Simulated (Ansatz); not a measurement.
# A cut through the energy surface

H2TeSe (SMILES [SeH][TeH]), closed shell, at its PBE0-D4/def2-TZVP minimum:

```xyz
4
angstrom
Se 0.4479 -1.2424 0.3747
Te 0.5885 1.2350 0.0035
H -0.8404 -1.2198 1.0852
H -0.1960 1.2272 -1.4633
```

The bond length Te2–H4 (1.663 Å at the minimum) is set to the values below, the two halves moving rigidly along the bond. Each method's energies count from its own value at the PBE0-D4 minimum structure. Computed with Ansatz 0.2.0 (basis: def2-TZVPP); correlated methods freeze the cores. Filled d shells of the heavier atoms are correlated. Core potentials replace the inner electrons of the atoms past krypton. The def2 sets are not built for correlating such inner shells, so the correlated values are less sure here. B3LYP uses VWN-RPA correlation.

| bond length (Å) | CCSD(T) (kcal/mol) | MP2 (kcal/mol) | PBE0-D4 (kcal/mol) | r2SCAN-D4 (kcal/mol) | HF (kcal/mol) |
| --- | --- | --- | --- | --- | --- |
| 1.464 | 9.39 | 8.48 | 10.31 | 10.38 | 9.33 |
| 1.522 | 4.10 | 3.43 | 4.73 | 4.81 | 3.93 |
| 1.606 | 0.45 | 0.17 | 0.69 | 0.74 | 0.31 |
| 1.705 | 0.45 | 0.67 | 0.31 | 0.26 | 0.62 |
| 1.815 | 3.93 | 4.80 | 3.51 | 3.29 | 4.78 |
| 1.933 | 9.96 | 11.66 | 9.46 | 8.99 | 11.96 |
| 2.059 | 17.59 | 20.37 | 17.27 | 16.50 | 21.28 |
| 2.191 | 25.85 | 30.00 | 26.09 | 24.93 | 31.84 |
| 2.329 | 34.04 | 39.92 | 35.41 | 33.73 | 43.01 |

Minimum and curvature along this coordinate at CCSD(T): A fifth-order fit through the nearest points gives 1.653 Å, with a curvature of about 17 eV/Å².

Problem. Treat the two halves as rigid bodies and work out the harmonic wavenumber of this stretch from that curvature (ν̃ = 521.5 √(k/μ) cm⁻¹ with k in eV/Å² and μ in u).

Solution. The halves weigh 207.57 and 1.01 u, so μ = 207.57 × 1.01/208.58 = 1.005 u and ν̃ = 521.5 √(17/1.005) ≈ 2100 cm⁻¹. A true normal mode mixes in other motions, so this is a guide only.

Largest difference from the CCSD(T) curve over the scan: PBE-D4 3.90; B3LYP-D4 1.62; wB97M-V 4.30 kcal/mol. Each curve counts from its own value at the minimum.

No T1 diagnostic of these runs exceeds 0.014. The restricted Hartree–Fock reference is unstable towards an unrestricted one here.

For scale, one of the runs: CCSD(T)/def2-TZVPP, 126 basis functions (an equivalent command: `ansatz run in.yaml --threads 2`). Hardware: 2 CPU threads, shared host. Wall time 25 s; peak host memory 0.7 GiB.
